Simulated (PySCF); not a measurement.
SrF2, SMILES [F][Sr][F].

The structure is a stationary point at B3LYP-D3(BJ)/def2-TZVP. The isomer is the one that the SMILES or the coordinates give; other isomers of the formula were not compared. The def2 effective core potentials stand for the cores of Sr; spin–orbit coupling is left out.

Two levels are set side by side: PBE/def2-TZVPD (PySCF) and HF/def2-TZVPD (PySCF). Same geometry, gas phase. Differences are taken from unrounded values.

| quantity | HF |
|---|---|
| orbital gap (eV) | 13.05 |
| highest occupied level (eV) | -13.41 |
| lowest empty level (eV) | -0.37 |
| dipole moment (D) | 6.67 |
| mean polarisability (bohr³) | 20.4 |

### Question
What does PBE give, and how far is it from HF? (Estimate from the structure and the level; the computed values follow.)

### Answer

```
quantity                       PBE  PBE minus HF
---------------------------  -----  ------------
orbital gap (eV)              4.31         -8.74
highest occupied level (eV)  -6.64          6.77
lowest empty level (eV)      -2.33         -1.97
dipole moment (D)             5.99         -0.68
mean polarisability (bohr³)   29.9           9.4
```

PBE's occupied levels lie high since its potential decays too fast outside the molecule; exact exchange lowers them and widens the gap. PBE's more diffuse valence density responds more strongly to a field. Differences between two approximate levels are no errors against the true value.

Rough cost on one machine, each run with all the roots and properties that it gave: HF against PBE about 1/3.
